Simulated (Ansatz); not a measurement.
The cluster WO3. The state is a singlet with charge 0. Geometry PBE0-D4/def2-TZVP.

```xyz
4

W     0.421   -0.032   -0.205
O     0.029    1.596    0.167
O     0.367   -0.923    1.261
O    -0.817   -0.641   -1.223
```

In the def2 sets W takes a core potential; there is no spin–orbit coupling. LC-ωPBE has ω = 0.4 bohr⁻¹. The structure comes from a short search, and lower isomers may exist.

Problem. Estimate the orbital energies around the gap (eV) in Ansatz with PBE-D4/def2-SVP, PBE-D4/def2-TZVPD, PBE0-D4/def2-TZVP, PBE0-D4/def2-TZVPD, LC-ωPBE/def2-TZVP.

Solution. 
```json
{"orbital": "HOMO−9", "PBE-D4/def2-SVP": "-22.32", "PBE-D4/def2-TZVPD": "-22.83", "PBE0-D4/def2-TZVP": "-25.77", "PBE0-D4/def2-TZVPD": "-25.81", "LC-ωPBE/def2-TZVP": "-28.43"}
{"orbital": "HOMO−8", "PBE-D4/def2-SVP": "-10.38", "PBE-D4/def2-TZVPD": "-10.48", "PBE0-D4/def2-TZVP": "-12.26", "PBE0-D4/def2-TZVPD": "-12.30", "LC-ωPBE/def2-TZVP": "-15.30"}
{"orbital": "HOMO−7", "PBE-D4/def2-SVP": "-10.38", "PBE-D4/def2-TZVPD": "-10.48", "PBE0-D4/def2-TZVP": "-12.26", "PBE0-D4/def2-TZVPD": "-12.30", "LC-ωPBE/def2-TZVP": "-15.30"}
{"orbital": "HOMO−6", "PBE-D4/def2-SVP": "-9.91", "PBE-D4/def2-TZVPD": "-10.02", "PBE0-D4/def2-TZVP": "-11.65", "PBE0-D4/def2-TZVPD": "-11.69", "LC-ωPBE/def2-TZVP": "-14.61"}
{"orbital": "HOMO−5", "PBE-D4/def2-SVP": "-9.91", "PBE-D4/def2-TZVPD": "-10.02", "PBE0-D4/def2-TZVP": "-11.58", "PBE0-D4/def2-TZVPD": "-11.62", "LC-ωPBE/def2-TZVP": "-14.46"}
{"orbital": "HOMO−4", "PBE-D4/def2-SVP": "-9.84", "PBE-D4/def2-TZVPD": "-9.98", "PBE0-D4/def2-TZVP": "-11.58", "PBE0-D4/def2-TZVPD": "-11.62", "LC-ωPBE/def2-TZVP": "-14.46"}
{"orbital": "HOMO−3", "PBE-D4/def2-SVP": "-8.46", "PBE-D4/def2-TZVPD": "-8.62", "PBE0-D4/def2-TZVP": "-9.99", "PBE0-D4/def2-TZVPD": "-10.04", "LC-ωPBE/def2-TZVP": "-12.63"}
{"orbital": "HOMO−2", "PBE-D4/def2-SVP": "-7.46", "PBE-D4/def2-TZVPD": "-7.68", "PBE0-D4/def2-TZVP": "-9.17", "PBE0-D4/def2-TZVPD": "-9.22", "LC-ωPBE/def2-TZVP": "-11.89"}
{"orbital": "HOMO−1", "PBE-D4/def2-SVP": "-7.46", "PBE-D4/def2-TZVPD": "-7.68", "PBE0-D4/def2-TZVP": "-9.17", "PBE0-D4/def2-TZVPD": "-9.22", "LC-ωPBE/def2-TZVP": "-11.89"}
{"orbital": "HOMO", "PBE-D4/def2-SVP": "-7.23", "PBE-D4/def2-TZVPD": "-7.38", "PBE0-D4/def2-TZVP": "-8.91", "PBE0-D4/def2-TZVPD": "-8.95", "LC-ωPBE/def2-TZVP": "-11.59"}
{"orbital": "LUMO", "PBE-D4/def2-SVP": "-5.29", "PBE-D4/def2-TZVPD": "-5.56", "PBE0-D4/def2-TZVP": "-4.87", "PBE0-D4/def2-TZVPD": "-4.88", "LC-ωPBE/def2-TZVP": "-2.74"}
{"orbital": "LUMO+1", "PBE-D4/def2-SVP": "-2.55", "PBE-D4/def2-TZVPD": "-2.83", "PBE0-D4/def2-TZVP": "-1.98", "PBE0-D4/def2-TZVPD": "-2.04", "LC-ωPBE/def2-TZVP": "0.25"}
{"orbital": "LUMO+2", "PBE-D4/def2-SVP": "-2.55", "PBE-D4/def2-TZVPD": "-2.83", "PBE0-D4/def2-TZVP": "-1.98", "PBE0-D4/def2-TZVPD": "-2.04", "LC-ωPBE/def2-TZVP": "0.25"}
{"orbital": "LUMO+3", "PBE-D4/def2-SVP": "-0.82", "PBE-D4/def2-TZVPD": "-1.06", "PBE0-D4/def2-TZVP": "-0.15", "PBE0-D4/def2-TZVPD": "-0.42", "LC-ωPBE/def2-TZVP": "1.82"}
{"orbital": "LUMO+4", "PBE-D4/def2-SVP": "0.01", "PBE-D4/def2-TZVPD": "-0.38", "PBE0-D4/def2-TZVP": "0.58", "PBE0-D4/def2-TZVPD": "0.33", "LC-ωPBE/def2-TZVP": "2.80"}
{"orbital": "LUMO+5", "PBE-D4/def2-SVP": "0.01", "PBE-D4/def2-TZVPD": "-0.38", "PBE0-D4/def2-TZVP": "0.58", "PBE0-D4/def2-TZVPD": "0.33", "LC-ωPBE/def2-TZVP": "2.80"}
```
